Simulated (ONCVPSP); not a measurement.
# N (Z = 7): excitation energies, all-electron against ONCV

ONCVPSP 4.0.1 input, shortened (lines: element, Z, core and valence counts, functional; n l f; lmax; l rc ep ncon nbas qcut; lloc lpopt rc5 dvloc0; l nproj debl; icmod fcfact rcfact), PBE, scalar-relativistic:

```
  N 7.00    1    2        4      upf
    1    0    2.00
    2    0    2.00
    2    1    2.00
    1
    0    0.70    0.00    3    7   11.20
    1    1.80    0.00    4    7    7.20
    0    5    0.70    0.00
    0    0    2.60
    1    2    1.50
    3    4.50    1.75
```

Energies are relative to the spin-unpolarised reference configuration 2s2 2p2; without spin polarisation the order of configurations can differ from experiment.

```
valence configuration  charge  ΔE all-electron (eV)  error AE − PS (meV)
              2s2 2p3       0               -13.591                  +39
              2s2 2p1      +2                28.854                 +132
              2s1 2p0      +4               153.754                +1439
```

**Question.** What are ΔE and the potential's error for 2s2 2p0?

**Answer.** ΔE = 75.935 eV all-electron; the error (AE − PS) is +822 meV.

Levels in the configuration 2s2 2p3:

```csv
level,all-electron (eV),pseudo (eV)
2s,-18.583,-18.567
2p,-7.090,-7.137
```
